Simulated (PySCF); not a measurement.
Cd(H)(Me) (CH₄Cd), SMILES [CH3][CdH]. Atoms are numbered in the order given.

```xyz
6

Cd     0.0000     0.0000    -0.3215
H      0.0000     0.0000    -2.0040
C      0.0000     0.0000     1.8110
H      0.8857     0.5114     2.1893
H      0.0000    -1.0227     2.1893
H     -0.8857     0.5114     2.1893
```

Coordinates come from a B3LYP-D3(BJ)/def2-TZVP optimisation. The def2 effective core potentials stand for the cores of Cd; spin–orbit coupling is left out.

Vertical ionisation energy (IE) and electron affinity (EA) in eV. Rows of orbital energies are one-electron estimates. Where ΔSCF, EOM or ADC give a negative EA the extra electron is unbound and the value depends on the basis.

| level | IE | EA |
|---|---|---|
| −ε(HOMO), −ε(LUMO), r2SCAN/def2-TZVPD (PySCF) | (withheld) | (withheld) |
| −ε(HOMO), −ε(LUMO), PBE/def2-TZVPD (PySCF) | 6.15 | 1.07 |

Some entries are withheld; supply them. (The exact figures need the calculation; the answer reports its results.)


- −ε(HOMO), −ε(LUMO), r2SCAN/def2-TZVPD (PySCF), IE: 6.35
- −ε(HOMO), −ε(LUMO), r2SCAN/def2-TZVPD (PySCF), EA: 0.68
